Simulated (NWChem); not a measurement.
# GeHClF2; SMILES [F][GeH]([F])[Cl]

```xyz
5

Ge     0.2947    -0.3237     0.0000
F     -0.4654    -1.0387    -1.3657
F     -0.4654    -1.0387     1.3657
Cl    -0.1669     1.7460     0.0000
H      1.7853    -0.6273     0.0000
```
Atoms are numbered in this order, from 1.

Results from NWChem. All runs use the structure optimised with PBE0/def2-SVP.

For level PBE0/pcseg-2:

```
Quantity                     Result
---------------------------  ------
highest occupied level (eV)  -10.04
orbital gap (eV)               9.06
```

Q: What are these values for level PBE0/STO-3G?

A: 
- highest occupied level (eV) = -5.87
- orbital gap (eV) = 9.36
